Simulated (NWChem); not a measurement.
Program: NWChem. System: H₂OSi, charge 0, spin multiplicity 1, at a geometry optimised with PBE0/def2-SVP. The structure started from a generated list of species. Level: EOM-CCSD/aug-cc-pVDZ, 6 core orbitals frozen.

Input file:

```
start mol
memory heap 100 mb stack 700 mb global 1900 mb
geometry units angstroms nocenter noautoz
  Si     0.395475     0.508657     0.000000
  H      1.604064    -0.471769     0.000000
  O     -0.820279    -0.635188     0.000000
  H     -0.578485    -1.567926     0.000000
  symmetry group Cs
end
basis spherical
  * library aug-cc-pvdz
end
scf
  rhf
  nopen 0
  maxiter 100
  thresh 1e-7
  semidirect memsize 60000000 filesize 0
end
tce
  freeze core 6
  ccsd
  nroots 2
  2eorb
  2emet 13
  thresh 1e-5
  maxiter 200
  tilesize 24
  dipole
end
task tce energy
```

Output (cleaned and shortened):

```
             Northwest Computational Chemistry Package (NWChem) 7.3.0
             --------------------------------------------------------

                                NWChem Input Module
                                -------------------

 Scaling coordinates for geometry "geometry" by  1.889725989
 (inverse scale =  0.529177249)

 Turning off AUTOSYM since
 SYMMETRY directive was detected!

                             Geometry "geometry" -> ""
                             -------------------------

 Output coordinates in angstroms (scale by  1.889725989 to convert to a.u.)

  No.       Tag          Charge          X              Y              Z
 ---- ---------------- ---------- -------------- -------------- --------------
    1 Si                  14.0000     0.39547500     0.50865700     0.00000000
    2 H                    1.0000     1.60406400    -0.47176900     0.00000000
    3 O                    8.0000    -0.82027900    -0.63518800     0.00000000
    4 H                    1.0000    -0.57848500    -1.56792600     0.00000000

 Effective nuclear repulsion energy (a.u.)      49.8482728237

            Nuclear Dipole moment (a.u.)
            ----------------------------
        X                 Y               Z
 ---------------- ---------------- ----------------
    -0.0000056692    -0.0000018897     0.0000000000

      Symmetry information
      --------------------

 Group name             Cs
 Group number              2
 Group order               2
 No. of unique centers     4

      Symmetry unique atoms

     1    2    3    4


 Summary of "ao basis" -> "" (spherical)
 ------------------------------------------------------------------------------
       Tag                 Description            Shells   Functions and Types
 ---------------- ------------------------------  ------  ---------------------
 *                        aug-cc-pvdz                 on all atoms

 Summary of "ao basis" -> "ao basis" (spherical)
 ------------------------------------------------------------------------------
       Tag                 Description            Shells   Functions and Types
[...]
   0.0163763160679   0.2732566840433    7.43570     0.5     0.5

 Iteration   7 using   14 trial vectors
   0.0034268036867   0.1256441623939    3.41895
   0.0932702208755   0.2700566709149    7.34862     0.6     0.6

 Iteration   8 using   16 trial vectors
   0.0014893643113   0.1256612906919    3.41942
   0.0800977271428   0.2524148988610    6.86856     0.7     0.7

 Iteration   9 using   18 trial vectors
   0.0005526580758   0.1256608199873    3.41941
   0.0416186783296   0.2474455560325    6.73334     0.6     0.6

 Iteration  10 using   20 trial vectors
   0.0001982566998   0.1256601430880    3.41939
   0.0207784483533   0.2453799213599    6.67713     0.6     0.6

 Iteration  11 using   22 trial vectors
   0.0000836234231   0.1256602607208    3.41939
   0.0107791742983   0.2449763490434    6.66615     0.6     0.6

 Iteration  12 using   24 trial vectors
   0.0000317418800   0.1256603295893    3.41939
   0.0054835355268   0.2449779610150    6.66619     0.6     0.6

 Iteration  13 using   26 trial vectors
   0.0000126511755   0.1256604120077    3.41940
   0.0034124216752   0.2449235320183    6.66471     0.6     0.6

 Iteration  14 using   28 trial vectors
   0.0000049104922   0.1256603924970    3.41939
   0.0021015279928   0.2449418719697    6.66521     0.6     0.6

 Iteration  15 using   29 trial vectors
   0.0000037261624   0.1256603793857    3.41939
   0.0012325509306   0.2449290817601    6.66486     0.3     0.3

 Iteration  16 using   30 trial vectors
   0.0000036510605   0.1256603787522    3.41939
   0.0007457799465   0.2449342788233    6.66500     0.4     0.4

 Iteration  17 using   31 trial vectors
   0.0000034956832   0.1256603790036    3.41939
   0.0004904112211   0.2449365345688    6.66507     0.4     0.4

 Iteration  18 using   32 trial vectors
   0.0000034509581   0.1256603802961    3.41939
   0.0003446079656   0.2449382097182    6.66511     0.4     0.4

 Iteration  19 using   33 trial vectors
   0.0000034059953   0.1256603814890    3.41939
   0.0002281718491   0.2449362499772    6.66506     0.4     0.4

 Iteration  20 using   34 trial vectors
   0.0000033795206   0.1256603816209    3.41939
   0.0001230614016   0.2449339260819    6.66499     0.4     0.4

 Iteration  21 using   35 trial vectors
   0.0000033671808   0.1256603813214    3.41939
   0.0000624907268   0.2449335877365    6.66498     0.4     0.4

 Iteration  22 using   36 trial vectors
   0.0000033608585   0.1256603809841    3.41939
   0.0000305500249   0.2449333496153    6.66498     0.4     0.4

 Iteration  23 using   37 trial vectors
   0.0000033601526   0.1256603807722    3.41939
   0.0000131789874   0.2449332275041    6.66498     0.4     0.4

 Iteration  24 using   38 trial vectors
   0.0000033568539   0.1256603805986    3.41939
   0.0000052761640   0.2449332555644    6.66498     0.4     0.4
 --------------------------------------------------------------
 Iterations converged

 Excited state root  1
 Excitation energy / hartree =        0.125660347261705
                   / eV      =        3.419393483401809

 EOM-CCSD transition moments / hartree
 --------------------------------------------
 X    0.0000000 Y    0.0000000 Z    0.5709171
 Oscillator Strength                0.0273057
 --------------------------------------------

 EOM-CCSD dipole moments / hartree & Debye
 ------------------------------------
   X        -0.2879575     -0.7319206
   Y         0.3960579      1.0066863
   Z        -0.0000000     -0.0000000
 Total       0.4896748      1.2446385
 ------------------------------------

 Singles contributions
    13a"  (alpha) ---    12a'  (alpha)        0.8189762621
    18a"  (alpha) ---    12a'  (alpha)       -0.4106263333

 Doubles contributions

 Excited state root  2
 Excitation energy / hartree =        0.244933304750742
                   / eV      =        6.664977173654465

 Task  times  cpu:       46.1s     wall:       46.1s

 Total times  cpu:       46.2s     wall:       46.2s
```
